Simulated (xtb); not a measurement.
xtb input (GFN2-xTB):

```bash
xtb mol.xyz --gfn 2 --ohess tight --chrg -1 --uhf 0
```
mol.xyz:
```
9

O      1.89459898     0.50325129    -0.45324616
C      0.59229355     0.25696399    -0.19799817
C     -0.57253659     0.91818955    -0.47766826
C     -1.66101017     0.04904745     0.07089623
C     -1.11345534    -1.03011897     0.71323705
O      0.35407900    -0.90259633     0.49582982
H      2.33240095    -0.16197621    -0.05594396
H     -0.69190499     1.83065482    -1.05342324
H     -2.70980520     0.29629058     0.07970686
```

End of the output:

```
   ------------------------------------------------------------------------
    298.15    0.598368E-02    0.636449E-01    0.340184E-01    0.296265E-01
   ------------------------------------------------------------------------

         :::::::::::::::::::::::::::::::::::::::::::::::::::::
         ::                  THERMODYNAMIC                  ::
         :::::::::::::::::::::::::::::::::::::::::::::::::::::
         :: total free energy         -18.302800639702 Eh   ::
         ::.................................................::
         :: total energy              -18.332427121600 Eh   ::
         :: zero point energy           0.057661236703 Eh   ::
         :: G(RRHO) w/o ZPVE           -0.028034754805 Eh   ::
         :: G(RRHO) contrib.            0.029626481898 Eh   ::
         :::::::::::::::::::::::::::::::::::::::::::::::::::::

optimized geometry written to: xtbopt.xyz

           -------------------------------------------------
          | TOTAL ENERGY              -18.332427121600 Eh   |
          | TOTAL ENTHALPY            -18.268782206027 Eh   |
          | TOTAL FREE ENERGY         -18.302800639702 Eh   |
          | GRADIENT NORM               0.000390285498 Eh/α |
          | HOMO-LUMO GAP               3.880445771866 eV   |
           -------------------------------------------------

------------------------------------------------------------------------
------------------------------------------------------------------------
 total:
 SCF:
 ANC optimizer:
 analytical hessian:
```

It need not be the lowest isomer of its formula. Whether it binds its extra electron was not tested at this geometry.
